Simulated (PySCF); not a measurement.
# Os²⁺: excitation energy

Os²⁺ [Xe] 4f14 5d6 (5D) → Os²⁺ [Xe] 4f14 5d5 6p1 (7P), as a difference of total energies. All numbers are calculated (PySCF 2.14, the spin-free X2C one-electron Hamiltonian (Gaussian nucleus), in ANO-RCC-VTZP (8s7p5d3f2g1h, 104 functions)). Correlated levels: valence: [Xe] 4f14 frozen. The calculations carry no spin-orbit coupling.

| method | excitation energy (eV) |
| --- | --- |
| UHF | 6.817 |
| LDA | 7.710 |
| PBE | 7.553 |
| PBE0 | 7.608 |
| r2SCAN | 7.531 |
| MP2 (valence) | 7.560 |
| SCS-MP2 (valence) | 8.019 |

Task: How much does correlation contribute at MP2 (valence)?

Result: 7.560 − (6.817) = 0.743 eV, measured against UHF.

A first-order spin-orbit estimate (lowest level to lowest level, LS coupling) adds -0.064 eV.

The basis was made for the ground configuration and has no added diffuse functions, so the excitation energy can come out too high.
